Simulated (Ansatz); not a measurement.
`C=C1[SiH2]S1` and `C=C1O[SiH2]1` differ in one element.

Ansatz, PBE0-D4/def2-TZVP geometries, multiplicity 1. 

```csv
property,`C=C1[SiH2]S1`
HOMO energy (B3LYP/def2-TZVPP) / eV,-6.39
HOMO energy (PBE/def2-TZVPP) / eV,-5.59
HOMO–LUMO gap (ωB97M-V/def2-TZVPP) / eV,9.75
zero-point energy (PBE0-D4/def2-TZVP) / kJ/mol,131.0
LUMO energy (PBE/def2-TZVPP) / eV,-1.54
"ideal-gas entropy at 298 K and 1 bar (rigid rotor, harmonic PBE0-D4/def2-TZVP) / J/(mol·K)",299
```

(1) Give the same properties after the change, and the shifts. (Best estimate.)

Results:

(1) The calculation gave: 
```json
{"property": "HOMO energy (B3LYP/def2-TZVPP) / eV", "`C=C1O[SiH2]1`": "-6.69", "shift": "-0.30"}
{"property": "HOMO energy (PBE/def2-TZVPP) / eV", "`C=C1O[SiH2]1`": "-5.77", "shift": "-0.18"}
{"property": "HOMO–LUMO gap (ωB97M-V/def2-TZVPP) / eV", "`C=C1O[SiH2]1`": "9.97", "shift": "0.22"}
{"property": "zero-point energy (PBE0-D4/def2-TZVP) / kJ/mol", "`C=C1O[SiH2]1`": "136.0", "shift": "5.0"}
{"property": "LUMO energy (PBE/def2-TZVPP) / eV", "`C=C1O[SiH2]1`": "-1.79", "shift": "-0.25"}
{"property": "ideal-gas entropy at 298 K and 1 bar (rigid rotor, harmonic PBE0-D4/def2-TZVP) / J/(mol·K)", "`C=C1O[SiH2]1`": "286", "shift": "-13"}
```

With PBE0 the HOMO falls by 0.30 eV and the LUMO falls by 0.25 eV, so the gap widens by about 0.05 eV. PBE moves the HOMO by -0.18 eV and ωB97M-V by -0.47 eV.

B3LYP here is the variant with VWN-RPA as its local correlation; programs differ in this.
